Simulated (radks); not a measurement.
The erbium ion Er+, configuration [Xe] 4f12 6s1 (the NIST ground configuration). All-electron calculation, scalar-relativistic Kohn-Sham, PBE, spin-unpolarised, spherical densities, point nucleus. Program: a radial shooting solver on a logarithmic mesh with Libxc functionals.

X-ray form factor f0, the Fourier transform of the density (f0(0) = 67):

sin(theta)/lambda (1/angstrom),f0 (electrons)
0.05,66.074
0.1,63.701
0.15,60.580
0.2,57.149
0.25,53.636
0.3,50.199
0.4,43.959
0.5,38.737
0.6,34.378
0.8,27.509
1,22.577
1.25,18.571
1.5,16.070
2,12.568
